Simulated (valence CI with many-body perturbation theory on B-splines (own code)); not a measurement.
# Nb28+ in brief

Computed by relativistic CI+MBPT: three valence electrons over a frozen Dirac-Fock core [Ne], a basis of 11 s, 11 p, 9 d, 7 f, 5 g, 2 h, 1 i functions for each j, with the one-electron correlation potential Σ1 (screened to all orders), the two-electron term Σ2, the three-electron term Σ3, Breit, model QED; selected single and double excitations, second order for the rest (own B-spline code, finite nucleus).

The last digits are not significant, and no measured levels were compared; by estimate large intervals hold to a few tenths of a per cent, small ones and those within an open d or f shell to about a per cent.

Names give the largest LS component (configuration and term), which can be under half, so a name can repeat, a term be missing and a line seem to break the LS rules; names also repeat where a configuration has a term twice.

Rates and lifetimes use the calculated energies. Strong lines usually hold to 10 to 20 %, long lifetimes can be off by a factor of two.

Problem. What is the ground level?

Solution. 3s2 3p 2P°_1/2, composition 98 % 3s2 3p 2P°, g = 0.661.

Problem. What are the static dipole polarisabilities of the lowest levels?

Solution. 3s2 3p 2P°_1/2 0.0432; 3s2 3p 2P°_3/2 0.0451 (tensor 0.0045) bohr³, of which the core gives 0.000661.

Problem. What is the ionisation energy?

Solution. 1501.5 eV; NIST lists 1488 ± 7 eV (semi-empirical).

Problem. Among levels below 2589200 cm⁻¹, which E1 lines absorb most strongly from the ground level?

Solution. to 3s 3p2 2P_3/2 at 9.767 nm, f = 0.254; to 3s 3p2 2P_1/2 at 11.79 nm, f = 0.209; to 3s2 3d 2D_3/2 at 9.168 nm, f = 0.124.

Problem. How well does LS coupling describe the low levels?

Solution. Among the lowest 20 levels the leading LS term, summed over configurations, holds 74 % on average. For single configurations the figures are 68 % in LS and 74 % in jj coupling. Terms mix most in the J = 3/2 level at 1339300 cm⁻¹, where the leading one holds 45 %.

Problem. Where does the other parity begin?

Solution. At 3s 3p2 4P_1/2, 517940 cm⁻¹.

Problem. How is the term 2P° of the ground level split?

Solution. J = 1/2 at 0, J = 3/2 at 181970 cm⁻¹.
